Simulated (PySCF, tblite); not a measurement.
Isomers of CH10OS2Si3, one GFN2-xTB conformer each. Single-point energies are computed at PBE0/pcSseg-1 (PySCF, gas phase, no added dispersion term), electronic only.

```csv
SMILES,GFN2-xTB relative energy (kcal/mol)
C[SiH2]O[SiH2]S[SiH2]S,0.0
[SiH3]S[C@@H]([SiH3])O[SiH2]S,50.9
```

Conformers: `[CH3:1][SiH2:2][O:3][SiH2:4][S:5][SiH2:6][SH:7]` with C1–Si2–O3–Si4 -42°, Si2–O3–Si4–S5 -8°, O3–Si4–S5–Si6 -177°, Si4–S5–Si6–S7 178°, S5–Si6–S7–H 0°; `[SiH3:1][S:2][C@@H:3]([SiH3:4])[O:5][SiH2:6][SH:7]` with Si1–S2–C3–Si4 159°, S2–C3–O5–Si6 -36°, C3–O5–Si6–S7 -168°, O5–Si6–S7–H -179°.

Task: What does PBE0/pcSseg-1 give for the same structures?

Result: 
```tsv
SMILES	PBE0/pcSseg-1 E (Eh)	PBE0/pcSseg-1 (kcal/mol)	GFN2-xTB (kcal/mol)	point group
C[SiH2]O[SiH2]S[SiH2]S	-1783.51033	0.0	0.0	C1
[SiH3]S[C@@H]([SiH3])O[SiH2]S	-1783.39531	72.2	50.9	C1
```

Both levels put the same isomer lowest. 

Task: Which frontier levels, dipoles and rotational constants go with these structures?

Result: 
```json
{"SMILES": "C[SiH2]O[SiH2]S[SiH2]S", "HOMO (eV, PBE0/pcSseg-1)": "-7.54", "LUMO (eV)": "-0.61", "dipole (D)": "1.84", "A, B, C (MHz)": "2504, 384.2, 345.1"}
{"SMILES": "[SiH3]S[C@@H]([SiH3])O[SiH2]S", "HOMO (eV, PBE0/pcSseg-1)": "-7.22", "LUMO (eV)": "-0.37", "dipole (D)": "1.72", "A, B, C (MHz)": "1205, 651.9, 467.5"}
```

Task: What happens when harmonic zero-point energies from GFN2-xTB frequencies are added?

Result: 
| SMILES | ZPE (kcal/mol) | electronic (kcal/mol) | with ZPE (kcal/mol) |
| --- | --- | --- | --- |
| C[SiH2]O[SiH2]S[SiH2]S | 64.1 | 0.0 | 0.0 |
| [SiH3]S[C@@H]([SiH3])O[SiH2]S | 61.0 | 72.2 | 69.0 |

The zero-point energies span 3.1 kcal/mol. The order is unchanged.
